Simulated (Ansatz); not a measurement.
Method: frozen-core CCSD(T)/cc-pVTZ // B3LYP-D3(BJ)/def2-TZVP (Ansatz, a quantum-chemistry and plane-wave program). The geometry is that of the parent before the electron was removed.

Ansatz 0.2 input:
```yaml
crystal:
  periodic: [false, false, false]
  atoms:
    - { symbol: B, position_ang: [1.617835, -0.457203, -0.152028] }
    - { symbol: B, position_ang: [0.356268, 0.181489, 0.676122] }
    - { symbol: C, position_ang: [-1.08158, 0.440057, 0.128257] }
    - { symbol: O, position_ang: [-1.373325, 0.059553, -1.224596] }
    - { symbol: H, position_ang: [2.398184, 0.237678, -0.732821] }
    - { symbol: H, position_ang: [1.837112, -1.632964, -0.193388] }
    - { symbol: H, position_ang: [0.528445, 0.507791, 1.820427] }
    - { symbol: H, position_ang: [-1.829378, 0.021805, 0.821996] }
    - { symbol: H, position_ang: [-1.251441, 1.524149, 0.176283] }
    - { symbol: H, position_ang: [-1.202122, -0.882354, -1.320252] }
basis:
  gaussian: { orbitals: cc-pVTZ }
correlation:
  method: ccsd_t
total_charge: 1
magnetization:
  spin_polarized: true
  initial_magnetization: 1
```

Output:

```
Functional definition: HF
1165 factors; integrals over basis functions are off by at most 1.0e-3 eV
mean field evaluation 1: about -4489.3802 eV, gradient 3.7e1 eV
mean field evaluation 2: about -4489.3807 eV, gradient 3.7e1 eV
mean field evaluation 4: about -4495.5177 eV, gradient 4.2e0 eV
mean field evaluation 8: about -4495.7226 eV, gradient 2.0e-1 eV
mean field evaluation 16: about -4489.3791 eV, gradient 3.7e1 eV
mean field evaluation 32: about -4495.7254 eV, gradient 5.5e-3 eV
mean field evaluation 64: about -4496.6351 eV, gradient 7.6e-1 eV
mean field evaluation 96: about -4495.6908 eV, gradient 5.1e-1 eV
mean field evaluation 128: about -4493.8594 eV, gradient 1.7e-2 eV
mean field evaluation 160: about -4489.9897 eV, gradient 2.3e1 eV
mean field evaluation 192: about -4493.8849 eV, gradient 4.4e-1 eV
mean field evaluation 224: about -4488.5830 eV, gradient 1.9e1 eV
mean field -4496.64207077 eV, -165.2485481673 hartree, gradient 2.8e-6 eV, S^2 0.762910; 12 other end points of the search recorded, 0 dependent functions left out
determinant -4496.64207077 eV, -165.2485481673 hartree, with singles and doubles -4513.57216406 eV, -165.8707176199 hartree
determinant -4495.72542207 eV, -165.2148619488 hartree, with singles and doubles -4513.14583761 eV, -165.8550504122 hartree
determinant -4495.70998961 eV, -165.2142948165 hartree, with singles and doubles -4513.34442864 eV, -165.8623484976 hartree
determinant -4493.85944808 eV, -165.1462886696 hartree, with singles and doubles -4511.13456363 eV, -165.7811374567 hartree
determinant -4496.64207077 eV, -165.2485481673 hartree, with singles and doubles -4513.39870840 eV, -165.8643432422 hartree
determinant -4495.72542207 eV, -165.2148619488 hartree, with singles and doubles -4513.27085502 eV, -165.8596447172 hartree
determinant -4495.70998961 eV, -165.2142948165 hartree, with singles and doubles -4513.31631381 eV, -165.8613152970 hartree
4 core orbitals not correlated
reference -4496.64207077 eV, -165.2485481673 hartree; 11, 10 occupied and 189, 190 virtual orbitals, 1165 factors
second order -15.08796845 eV of doubles, -0.00000000 eV of singles
cycle   1  -16.75663712 eV  change    5.1e-7 eV  update   2.5e-6
perturbative correction -0.62666640 eV, -0.0230295653 hartree
Total energy: -4514.02537429 eV, -165.8873727889 hartree
```

Cost: roughly 90 core-minutes.
